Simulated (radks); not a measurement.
Initial-state core-level shifts of the cerium ion Ce2+ when its valence configuration changes from [Xe] 4f2. Calculated with a radial shooting solver on a logarithmic mesh with Libxc functionals: scalar-relativistic Kohn-Sham, LDA (Slater exchange, Perdew-Wang correlation), spin-polarised, spherical densities, finite nucleus; open shells are filled with parallel spins first (spin-orbit coupling, left out, can overturn this in heavy ions); Fermi nuclear charge, rms radius 4.8771 fm. Shifts are changes of the shell-averaged eigenvalues in eV (positive: less bound); the change of the density at the nucleus, which sets a Mossbauer isomer shift, is in e/bohr^3, on a base of 3.96e+05.

\begin{tabular}{lrrrrr}
valence & 1s & 4s & 4p & 4d & density at nucleus \\ \hline
4f1 5d1 & -6.464 & -7.523 & -7.331 & -6.959 & +19.97 \\
4f1 6p1 & -10.070 & -11.153 & -10.960 & -10.588 & +23.83 \\
4f1.5 6p0.5 & -4.808 & -5.337 & -5.250 & -5.082 & +11.01 \\
4f1 6s1 & -9.033 & -10.116 & -9.924 & -9.553 & +53.63 \\
4f1 6s0.5 6p0.5 & -9.553 & -10.636 & -10.443 & -10.072 & +38.67 \\
5d2 & -14.030 & -16.193 & -15.744 & -14.900 & +44.43 \\
4f0.5 6p1.5 & -15.719 & -17.364 & -17.043 & -16.437 & +38.21 \\
6s2 & -19.788 & -21.966 & -21.505 & -20.645 & +122.11 \\
\end{tabular}
